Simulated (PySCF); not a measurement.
C3H3F3, SMILES F[C@H]1CC1(F)F. Atoms are numbered in the order given.

```xyz
9

F      1.6901    -0.0703    -0.8928
C      0.9574     0.2200     0.2105
C     -0.1002     1.3133     0.0835
C     -0.4848    -0.1177     0.1923
F     -0.9883    -0.7396    -0.8819
F     -1.0671    -0.5627     1.3202
H      1.5179     0.1268     1.1487
H     -0.2648     1.9779     0.9364
H     -0.1995     1.7556    -0.9126
```
Charge 0, spin multiplicity 1.

Coordinates come from a r2SCAN-D4/def2-SVP optimisation. The structure was generated by enumeration; whether it is a known compound was not checked.

Two levels are set side by side: PBE/pcSseg-1 (PySCF) and PBE0/pcSseg-1 (PySCF). GIAO shifts against CFCl3 (¹⁹F), TMS (¹H), TMS (¹³C) at the same level; non-relativistic, no solvent, atoms listed together averaged. Differences are taken from unrounded values.

```tsv
quantity	PBE0
δ(¹⁹F) of F1 (ppm)	-246.4
δ(¹³C) of C2 (ppm)	74.5
δ(¹³C) of C3 (ppm)	22.2
δ(¹³C) of C4 (ppm)	114.3
δ(¹H) of H7 (ppm)	4.83
```

**Question.** What does PBE give, and how far is it from PBE0? (The exact figures need the calculation; the answer reports its results.)

**Answer.** 
```tsv
quantity	PBE	PBE minus PBE0
δ(¹⁹F) of F1 (ppm)	-263.6	-17.1
δ(¹³C) of C2 (ppm)	78.3	3.9
δ(¹³C) of C3 (ppm)	23.4	1.2
δ(¹³C) of C4 (ppm)	119.6	5.3
δ(¹H) of H7 (ppm)	4.89	0.06
```

Rough cost on one machine, each run with all the roots and properties that it gave: PBE0 against PBE within a factor of 2.
